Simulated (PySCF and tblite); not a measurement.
Values are calculated unless marked as measured or tabulated.
System: C₅H₆FNO, numbered as in [CH3:1][C@@H:2]([F:3])[c:4]1[cH:5][n:6][cH:7][o:8]1.

Motion: rotation about the C4–C2 bond (torsion C5–C4–C2–C1 from -91° to 141°, rising). GFN2-xTB gives an electronic barrier of 2.4 kcal/mol and a reaction energy of 0.7 kcal/mol.

PBE0/pcSseg-1 + D3(BJ) on GFN2-xTB geometries gives 2.5 kcal/mol and k(298 K) = 2.2×10¹⁰ s⁻¹.

(1) What does PBE0/pcSseg-1 + D3(BJ), IEF-PCM chloroform give on GFN2-xTB geometries?

Programs: tblite and PySCF.

Results:

(1) A barrier of 2.1 kcal/mol, 0.5 below the first DFT barrier (from unrounded values), a reaction energy of -1.0 kcal/mol and, with GFN2-xTB thermal terms, ΔG‡(298 K) = 2.9 kcal/mol and k = 4.9×10¹⁰ s⁻¹ (1 equivalent path).
